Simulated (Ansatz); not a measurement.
A geometry relaxed with Ansatz (a first-principles code) with B3LYP-D3(BJ)/def2-SVP, charge 0, multiplicity 1:

```xyz
11

C      0.4128     0.1084     0.0161
H      2.6461     0.8790     0.1246
C     -1.8888    -0.4687    -0.0699
H     -2.8016    -1.0548    -0.1466
F     -0.2797    -2.1960    -0.2638
S     -1.9204     1.2566     0.1355
C     -0.5970    -0.9118    -0.1131
B      1.9308    -0.0852     0.0040
C     -0.2076     1.3442     0.1589
H      2.4178    -1.1792    -0.1232
H      0.2876     2.3075     0.2775
```

Problem. Write the SMILES of this molecule.

Solution. `Bc1cscc1F`
